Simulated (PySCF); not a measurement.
Match each property card to its molecule.

Structures:
1. `C[C@@H]([SiH2]P)C(=O)C=O`
2. `C#C[Si@@H](CCl)C(Cl)Cl`
3. `FCc1cncn1[SiH3]`
4. `CCC(C)(F)F`

Card P (geometry GFN2-xTB):
* Rotational constants A, B, C: 4.782, 2.682, 2.603 GHz
* Static isotropic polarisability (PBE0/def2-SVPD): 51.5 au
* HOMO energy (PBE0/def2-SVPD): -9.28 eV
* Isotropic shieldings of nuclei other than C and H, by class (GIAO PBE0/pcSseg-1): 288 (2 F) ppm
* 13C chemical shifts (computed TMS as zero) by class (GIAO PBE0/pcSseg-1): 130.6 (1 C), 36.1 (1 C), 24.1 (1 C), 10.5 (1 C) ppm

Card Q (geometry GFN2-xTB):
* Rotational constants A, B, C: 1.135, 0.680, 0.571 GHz
* Static isotropic polarisability (B3LYP/def2-SVPD): 113.2 au
* Dipole moment (B3LYP/def2-SVPD): 2.11 D
* 13C chemical shifts (computed TMS as zero) by class (GIAO PBE0/pcSseg-1): 106.4 (1 C), 82.7 (1 C), 70.7 (1 C), 31.9 (1 C) ppm
* Isotropic shieldings of nuclei other than C and H, by class (GIAO PBE0/pcSseg-1): 386 (1 Si), 740 (1 Cl), 741 (1 Cl), 937 (1 Cl) ppm
* Lowest triplet excitation (Tamm–Dancoff) (TDA B3LYP/def2-SVPD): 4.98 eV

Card R (geometry GFN2-xTB):
* Rotational constants A, B, C: 2.331, 1.747, 1.049 GHz
* Static isotropic polarisability (CAM-B3LYP/def2-SVPD): 83.0 au
* HOMO energy (CAM-B3LYP/def2-SVPD): -8.19 eV
* 13C chemical shifts (computed TMS as zero) by class (GIAO PBE0/pcSseg-1): 146.7 (1 C), 137.8 (1 C), 135.1 (1 C), 80.1 (1 C) ppm
* Strongest line among the 8 lowest singlet transitions (TDDFT CAM-B3LYP/def2-SVPD): S1 at 6.17 eV (201 nm, f = 0.126)
* Lowest triplet excitation (Tamm–Dancoff) (TDA CAM-B3LYP/def2-SVPD): 4.32 eV

Card S (geometry GFN2-xTB):
* Rotational constants A, B, C: 2.172, 0.881, 0.722 GHz
* Static isotropic polarisability (B3LYP/def2-SVPD): 108.3 au
* Isotropic shieldings of nuclei other than C and H, by class (GIAO PBE0/pcSseg-1): -370 (1 O), -309 (1 O), 370 (1 Si), 626 (1 P) ppm
* Point group: C1
* 13C chemical shifts (computed TMS as zero) by class (GIAO PBE0/pcSseg-1): 207.7 (1 C), 200.0 (1 C), 39.4 (1 C), 11.7 (1 C) ppm

All species are isolated and taken at one optimised geometry, non-relativistic unless stated. Electronic properties by PySCF. NMR classes are plain means over equivalent atoms (diastereotopic ones count apart unless rotation or inversion swaps them), as if these changed places fast.

Q: Which card belongs to which structure?

A: P = 4, Q = 2, R = 3, S = 1. What ties each card to its structure:
- 1 (card S), C4H9O2PSi, monoisotopic mass 148.0 u, 8 heavy atoms: 4 C in 4 classes; the least shielded carbon (207.7 ppm) is a ketone carbonyl carbon; an asymmetric top with C = 0.722 GHz; polarisability 108.3 au for 78 electrons.
- 2 (card Q), C4H5Cl3Si, monoisotopic mass 185.9 u, 8 heavy atoms: 4 C in 4 classes; the least shielded carbon (106.4 ppm) is a terminal alkyne carbon; an asymmetric top with C = 0.571 GHz, the lowest such constant on the cards; polarisability 113.2 au for 94 electrons; dipole 2.11 D. NMR values of atoms bound to several Cl lack the spin–orbit term that these neighbours bring.
- 3 (card R), C4H7FN2Si, monoisotopic mass 130.0 u, 8 heavy atoms: 4 C in 4 classes; the least shielded carbon (146.7 ppm) is an aromatic CH next to a ring nitrogen; an asymmetric top with C = 1.049 GHz; polarisability 83.0 au for 68 electrons.
- 4 (card P), C4H8F2, monoisotopic mass 94.1 u, 6 heavy atoms: 4 C in 4 classes; the least shielded carbon (130.6 ppm) is a CF2 carbon; an asymmetric top with C = 2.603 GHz, the highest such constant on the cards; polarisability 51.5 au for 50 electrons.
